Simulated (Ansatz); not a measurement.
tris(4-fluorophenyl)sulfonium (C₁₈H₁₂F₃S⁺), relaxed as a singlet with RKS PBE-D4/def2-SVP in Ansatz, starting from the GFN2-xTB geometry. Force threshold 0.03 eV/Å.

Start:

```xyz
34

F    -4.5394    0.5077   -2.8622
C    -3.6042    0.2916   -1.9445
C    -2.3256   -0.0582   -2.3569
C    -1.3496   -0.2873   -1.4056
C    -1.6739   -0.1579   -0.0631
S    -0.4619   -0.3707    1.2609
C     0.4257    1.1942    1.1050
C     0.3174    2.0704    2.1765
C     0.9309    3.3069    2.1074
C     1.6394    3.6377    0.9608
F     2.2306    4.8242    0.8857
C     1.7507    2.7629   -0.1121
C     1.1359    1.5281   -0.0396
C     0.6936   -1.5729    0.5761
C     2.0558   -1.4110    0.7863
C     2.9310   -2.3677    0.3078
C     2.4214   -3.4746   -0.3564
F     3.2625   -4.3849   -0.8340
C     1.0567   -3.6612   -0.5289
C     0.1837   -2.7042   -0.0481
C    -2.9552    0.1876    0.3461
C    -3.9340    0.4147   -0.6022
H    -2.1100   -0.1483   -3.4093
H    -0.3603   -0.5795   -1.7208
H    -0.2407    1.7886    3.0557
H     0.8663    4.0108    2.9212
H     2.3103    3.0560   -0.9859
H     1.2240    0.8418   -0.8664
H     2.4361   -0.5481    1.3104
H     3.9950   -2.2697    0.4506
H     0.6939   -4.5470   -1.0244
H    -0.8806   -2.8363   -0.1688
H    -3.1864    0.2753    1.3961
H    -4.9391    0.6806   -0.3174
```

| step | energy (eV) | largest force component (eV/Å) | SCF passes |
| --- | --- | --- | --- |
| 1 | -37781.9613 | 0.771 | 24 |
| 2 | -37782.2087 | 0.369 | 21 |
| 3 | -37782.2396 | 0.190 | 21 |
| 4 | -37782.2469 | 0.079 | 21 |
| 5 | -37782.2545 | 0.081 | 20 |
| 6 | -37782.2570 | 0.068 | 20 |
| 7 | -37782.2594 | 0.086 | 20 |
| 8 | -37782.2614 | 0.128 | 20 |
| 9 | -37782.2641 | 0.115 | 20 |
| 10 | -37782.2682 | 0.160 | 20 |
| 11 | -37782.2741 | 0.132 | 21 |
| 12 | -37782.2814 | 0.096 | 20 |
| 13 | -37782.2898 | 0.142 | 20 |
| 14 | -37782.2943 | 0.158 | 20 |
| 15 | -37782.3013 | 0.090 | 21 |
| 16 | -37782.3109 | 0.070 | 20 |
| 17 | -37782.3157 | 0.139 | 20 |
| 18 | -37782.3196 | 0.097 | 21 |
| 19 | -37782.3249 | 0.036 | 20 |
| 20 | -37782.3282 | 0.064 | 20 |
| 21 | -37782.3302 | 0.054 | 20 |
| 22 | -37782.3319 | 0.023 | 20 |
| 23 | -37782.3326 | 0.021 | 20 |
| 24 | -37782.3328 | 0.019 | 21 |

Force components are those of the run's own axes.

End:

```xyz
34

F    -4.314    0.382   -3.456
C    -3.462    0.225   -2.448
C    -2.203   -0.343   -2.703
C    -1.303   -0.510   -1.645
C    -1.688   -0.102   -0.356
S    -0.607   -0.279    1.064
C     0.311    1.260    1.145
C     0.890    1.565    2.392
C     1.626    2.745    2.528
C     1.749    3.602    1.422
F     2.441    4.729    1.553
C     1.157    3.307    0.183
C     0.429    2.121    0.040
C     0.598   -1.516    0.580
C     1.819   -1.175   -0.027
C     2.709   -2.197   -0.374
C     2.357   -3.531   -0.108
F     3.206   -4.499   -0.439
C     1.141   -3.871    0.508
C     0.254   -2.852    0.864
C    -2.956    0.453   -0.098
C    -3.849    0.626   -1.159
H    -1.948   -0.653   -3.726
H    -0.319   -0.966   -1.826
H     0.773    0.887    3.252
H     2.096    3.021    3.483
H     1.270    4.013   -0.652
H    -0.054    1.882   -0.919
H     2.084   -0.124   -0.218
H     3.678   -1.977   -0.846
H     0.913   -4.928    0.710
H    -0.699   -3.099    1.357
H    -3.248    0.749    0.921
H    -4.849    1.055   -1.002
```

By distances, no bond broke or formed. The bond that changes most is C8–H25, from 1.08 to 1.10 Å (atoms count from 1).

The force fell under the threshold at step 22, but the optimiser went on. No frequencies were taken in this run, so the end may be a saddle point.

It took 2.1 min on 8 threads of Arm Neoverse V1 on a shared host, peak host memory 1.1 GiB.
